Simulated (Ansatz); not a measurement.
`O[SiH2]C[Si](O)(O)O` + `C[O][Al]([F])[Cl]` → `O[Si](O)(O)[O][Al]([F])[Cl]` + `CC[SiH2]O`  (redistribution)

Computed with Ansatz on PBE0-D4/def2-TZVP structures; ΔE is electronic, products minus reactants. CCSD(T)/CBS adds triple-zeta CCSD(T) − MP2 to the extrapolated MP2 energy (def2 sets, frozen cores). Functionals use def2-TZVPP. B3LYP here is the variant with VWN-RPA as its local correlation; programs differ in this. Each species was taken in one conformer, which may not be the lowest.

`O[SiH2]C[Si](O)(O)O`:

```xyz
15

O     1.758   -1.074    1.477
Si    1.151    0.450    1.504
C    -0.603    0.465    0.850
Si   -0.712   -0.151   -0.887
O    -2.212   -0.468   -1.452
O    -0.078    0.928   -1.949
O     0.111   -1.580   -0.855
H     1.449   -1.593    0.724
H     1.237    0.935    2.903
H     1.952    1.375    0.640
H    -1.001    1.485    0.895
H    -1.224   -0.163    1.498
H    -2.607    0.200   -2.013
H     0.754    1.343   -1.715
H     0.026   -2.152   -1.620
```

`C[O][Al]([F])[Cl]`:

```xyz
8

C    -0.224    0.190    1.272
O    -0.169    0.648   -0.052
Al    0.209   -0.008   -1.533
F     0.129    0.937   -2.864
Cl    0.781   -1.993   -1.741
H    -1.236    0.320    1.666
H     0.462    0.774    1.893
H     0.047   -0.868    1.359
```

`O[Si](O)(O)[O][Al]([F])[Cl]`:

```xyz
11

O    -1.877    0.271    0.741
Si   -0.533    0.598   -0.119
O    -0.252    2.193    0.085
O    -0.785    0.147   -1.665
O     0.765   -0.247    0.346
Al    1.658   -1.653    0.405
F     3.290   -1.546    0.423
Cl    0.791   -3.528    0.518
H    -2.050    0.834    1.496
H     0.610    2.527   -0.166
H    -1.616    0.405   -2.065
```

`CC[SiH2]O`:

```xyz
12

C     0.494    1.133   -0.861
C     0.911   -0.068   -0.017
Si   -0.499   -0.836    0.939
O    -1.707   -1.377   -0.050
H     0.050    1.921   -0.245
H    -0.244    0.850   -1.617
H     1.344    1.573   -1.390
H     1.363   -0.841   -0.647
H     1.682    0.221    0.708
H    -1.042    0.180    1.890
H    -0.034   -2.028    1.691
H    -2.318   -0.728   -0.400
```

**Question.** Is it downhill or uphill in electronic energy at CCSD(T)/CBS, and by how much? (An estimate is asked.)

**Answer.** Computed: Downhill: ΔE = -1.68 eV.

**Question.** What do these levels give: PBE-D4, PBE0-D4, B3LYP-D4, B2PLYP, r2SCAN, PBE0, HF/def2-TZVPP, SCS-MP2/def2-TZVPP, CCSD(T)/def2-TZVPP, HF/CBS(def2), MP2/CBS(def2), CCSD/CBS(def2)? (An estimate is asked.)

**Answer.** Ansatz gave: PBE-D4 -1.46, PBE0-D4 -1.55, B3LYP-D4 -1.60, B2PLYP -1.67, r2SCAN -1.61, PBE0 -1.58, HF/def2-TZVPP -1.88, SCS-MP2/def2-TZVPP -1.71, CCSD(T)/def2-TZVPP -1.66, HF/CBS(def2) -1.90, MP2/CBS(def2) -1.71, CCSD/CBS(def2) -1.72 eV.

Largest T1 diagnostic among the species: 0.011.

The D4 term adds +0.05 eV with B3LYP and +0.03 eV with PBE0; it sums over pairs of atoms, weighted by their polarisabilities, and B3LYP, whose exchange is more repulsive, gets the larger term. From PBE to PBE0 (25 % exact exchange), in def2-TZVPP and without D4, ΔE moves by −0.09 eV.
